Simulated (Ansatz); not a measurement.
CH₃ClFNbO (`[CH3][Nb](=[O])([F])[Cl]`). The species carries charge 0 and has multiplicity 1. Nb: def2 effective core potential.

```xyz
8

C     0.6530   -0.8757    0.3135
Nb   -0.5179    0.7759   -0.3482
O    -1.4087    0.1316   -1.6221
F     0.6261    2.0996   -0.9845
Cl   -1.9136    1.3798    1.3655
H     1.2918   -0.5766    1.1505
H     1.2761   -1.2459   -0.5067
H    -0.0069   -1.6885    0.6322
```

(1) What are the harmonic wavenumbers in cm⁻¹ at PBE0-D4/def2-TZVP (Ansatz, finite differences of forces, unscaled)? (An estimate is asked.)

(2) Is this a minimum?

(3) Give the ideal-gas thermochemistry at 298.15 K and 1 bar (rigid rotor, harmonic oscillator; point group C1, symmetry number 1).

## Answers

(1) Computed: 106, 124, 147, 161, 224, 250, 424, 532, 555, 631, 707, 1059, 1189, 1404, 1409, 3029, 3125, 3129.

(2) Yes, all 18 modes are real.

(3) Zero-point energy 108.9 kJ/mol; H(298) − E = 131.1 kJ/mol; entropy 365.9 J/(mol·K), of which translation 173.5, rotation 116.5, vibration 75.9; G(298) − E = 22.0 kJ/mol.
